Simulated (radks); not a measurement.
Lu, configuration [Xe] 4f14 5d1 6s2. Calculated with a radial shooting solver on a logarithmic mesh with Libxc functionals: Dirac Kohn-Sham, LDA (Slater exchange, Perdew-Wang correlation), spin-unpolarised, spherical densities, finite nucleus; open shells fill j = l - 1/2 first; Fermi nuclear charge, rms radius 5.37 fm.

Normalised radial functions P(r) = r R(r) (large component), r in bohr:

r,5p1/2,4f7/2,5d3/2
0.001785,0.0091,0.0000,0.0000
0.002439,0.0132,0.0000,0.0001
0.003305,0.0193,0.0000,0.0001
0.004516,0.0288,0.0000,0.0002
0.00612,0.0428,0.0000,0.0005
0.008361,0.0639,0.0000,0.0011
0.01142,0.0943,0.0001,0.0023
0.01548,0.1337,0.0003,0.0049
0.02115,0.1815,0.0009,0.0104
0.02889,0.2254,0.0027,0.0211
0.03916,0.2404,0.0075,0.0399
0.05349,0.1901,0.0209,0.0710
0.07308,0.0427,0.0539,0.1127
0.09904,-0.1710,0.1250,0.1499
0.1353,-0.3352,0.2668,0.1526
0.1834,-0.2589,0.4925,0.0833
0.2505,0.1101,0.7935,-0.0647
0.3422,0.4761,1.0692,-0.2112
0.4638,0.3960,1.1843,-0.2267
0.6337,-0.1873,1.0884,-0.0545
0.8657,-0.8082,0.8416,0.2279
1.173,-1.0018,0.5636,0.4733
1.603,-0.7579,0.3226,0.6001
2.19,-0.3767,0.1589,0.5900
2.968,-0.1247,0.0681,0.4920
4.054,-0.0238,0.0233,0.3509
5.495,-0.0025,0.0062,0.2103
7.507,-0.0001,0.0011,0.0962
10.26,0.0000,0.0001,0.0312

5p1/2: eigenvalue -36.621 eV, 3 radial nodes at r = 0.0780, 0.232, 0.582 bohr, <r> = 1.32 bohr, 90 % of the charge inside 1.94 bohr. 4f7/2: eigenvalue -8.958 eV, 0 radial nodes, <r> = 0.733 bohr, 90 % of the charge inside 1.27 bohr. 5d3/2: eigenvalue -2.042 eV, 2 radial nodes at r = 0.221, 0.676 bohr, <r> = 2.80 bohr, 90 % of the charge inside 4.76 bohr.
